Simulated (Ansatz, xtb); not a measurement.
## A geometry optimisation of CH3BCuF with r2SCAN-D4/def2-SVP

The starting geometry of this gas-phase singlet was built from a drawn formula by distance geometry and a force field; its bonds are those of `B[C@H](F)[Cu]`.

```json
{"atom": "C", "x (Å)": "-0.5927", "y (Å)": "-1.4366", "z (Å)": "-0.1720"}
{"atom": "B", "x (Å)": "0.3132", "y (Å)": "-0.1434", "z (Å)": "-0.3999"}
{"atom": "Cu", "x (Å)": "-2.0078", "y (Å)": "-1.2763", "z (Å)": "1.2688"}
{"atom": "F", "x (Å)": "-1.3381", "y (Å)": "-1.6755", "z (Å)": "-1.3365"}
{"atom": "H", "x (Å)": "0.1515", "y (Å)": "0.8490", "z (Å)": "0.2966"}
{"atom": "H", "x (Å)": "1.1754", "y (Å)": "-0.1355", "z (Å)": "-1.2167"}
{"atom": "H", "x (Å)": "-0.0276", "y (Å)": "-2.2902", "z (Å)": "0.0723"}
```

Predict what becomes of its bonds when it is optimised with r2SCAN-D4/def2-SVP.

A new bond forms, giving a structure given below by its coordinates. Contacts that close: B2–Cu3 (3.07 → 2.09 Å).

The energy falls by 1.58 eV over 13 steps:

```tsv
step	E − E(last) (eV)
1	1.581
2	1.276
4	0.966
5	0.750
6	0.500
8	0.069
9	0.010
10	0.001
12	0.000
13	0.000
```

Final geometry (Å):

```yaml
atoms:
  - { symbol: C, position_ang: [-0.3901, -1.6056, -0.2873] }
  - { symbol: B, position_ang: [0.1160, -0.1862, -0.3065] }
  - { symbol: Cu, position_ang: [-1.7464, -0.4267, 0.6042] }
  - { symbol: F, position_ang: [-0.8623, -2.2375, -1.3954] }
  - { symbol: H, position_ang: [0.6721, 0.2009, 0.7078] }
  - { symbol: H, position_ang: [0.0440, 0.5042, -1.2991] }
  - { symbol: H, position_ang: [-0.1594, -2.3575, 0.4888] }
```

From the same start GFN2-xTB reaches the same bonding as this run.

No frequencies were run, so the end isn't proven a minimum. Run with Ansatz 0.2.0, 30 s on 2 threads of Intel(R) Xeon(R) Platinum 8488C (Sapphire Rapids) (shared host).
